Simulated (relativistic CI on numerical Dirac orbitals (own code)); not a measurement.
# Zr³⁺: 4p photoemission

Computed with this model: Dirac-Coulomb-Breit CI, KLI orbitals optimised for each configuration, model QED (radiative potential, 1s self-energy scaled to tabulated hydrogen-like ionisation energies), valence Slater integrals scaled by 0.9, multiplet model of photoemission in the sudden approximation; configurations [Kr] 4d → [Ar] 3d10 4s2 4p5 4d; 80 K; Lorentzian 1.2 eV and Gaussian 0.6 eV FWHM. Energies are those of the free ion, without screening or charge transfer. The energies are binding energies and can lie tens of eV above those of solids. S is read from ⟨S²⟩ = S(S + 1).

Field parameters in Wybourne normalisation: D3d B²₀ = −7Dσ, B⁴₀ = −14Dq − 21Dτ, B⁴₃ = −14√(10/7) Dq; Oh B⁴₀ = 21Dq, B⁴₄ = √(5/14) B⁴₀; Td as Oh with Dq negative (B⁴₀ = 21Dq, B⁴₄ = √(5/14) B⁴₀). The field is a parameter set, without covalency.

Computed curve for D3d, 10Dq = 21600, Dσ = -940, Dτ = 110 cm⁻¹, scaled to 100 at the maximum (points under 2 are left out and the grid is thinned):

```json
{"Energy (eV)": "58.4", "Intensity": "2.1"}
{"Energy (eV)": "58.8", "Intensity": "2.4"}
{"Energy (eV)": "59.4", "Intensity": "2.9"}
{"Energy (eV)": "59.8", "Intensity": "3.4"}
{"Energy (eV)": "60.4", "Intensity": "4.5"}
{"Energy (eV)": "60.8", "Intensity": "5.5"}
{"Energy (eV)": "61.4", "Intensity": "7.8"}
{"Energy (eV)": "61.8", "Intensity": "10.4"}
{"Energy (eV)": "62.2", "Intensity": "14.7"}
{"Energy (eV)": "62.8", "Intensity": "28.6"}
{"Energy (eV)": "63.2", "Intensity": "47.5"}
{"Energy (eV)": "63.8", "Intensity": "79.3"}
{"Energy (eV)": "64.2", "Intensity": "90.4"}
{"Energy (eV)": "64.8", "Intensity": "100.0"}
{"Energy (eV)": "65.2", "Intensity": "94.7"}
{"Energy (eV)": "65.8", "Intensity": "71.5"}
{"Energy (eV)": "66.2", "Intensity": "65.4"}
{"Energy (eV)": "66.6", "Intensity": "73.1"}
{"Energy (eV)": "67.2", "Intensity": "71.4"}
{"Energy (eV)": "67.6", "Intensity": "55.0"}
{"Energy (eV)": "68.2", "Intensity": "36.4"}
{"Energy (eV)": "68.6", "Intensity": "29.9"}
{"Energy (eV)": "69.2", "Intensity": "19.4"}
{"Energy (eV)": "69.6", "Intensity": "15.2"}
{"Energy (eV)": "70.0", "Intensity": "11.9"}
{"Energy (eV)": "70.6", "Intensity": "7.2"}
{"Energy (eV)": "71.0", "Intensity": "5.4"}
{"Energy (eV)": "71.6", "Intensity": "3.8"}
{"Energy (eV)": "72.0", "Intensity": "3.2"}
{"Energy (eV)": "72.6", "Intensity": "2.6"}
{"Energy (eV)": "73.0", "Intensity": "2.3"}
{"Energy (eV)": "73.6", "Intensity": "2.0"}
{"Energy (eV)": "75.4", "Intensity": "2.1"}
{"Energy (eV)": "75.8", "Intensity": "2.6"}
{"Energy (eV)": "76.4", "Intensity": "4.6"}
{"Energy (eV)": "76.8", "Intensity": "7.5"}
{"Energy (eV)": "77.4", "Intensity": "10.0"}
{"Energy (eV)": "77.8", "Intensity": "7.2"}
{"Energy (eV)": "78.4", "Intensity": "3.3"}
{"Energy (eV)": "78.8", "Intensity": "2.2"}
```

The ground state has S = 0.50, and the centroid lies at 66.08 eV.
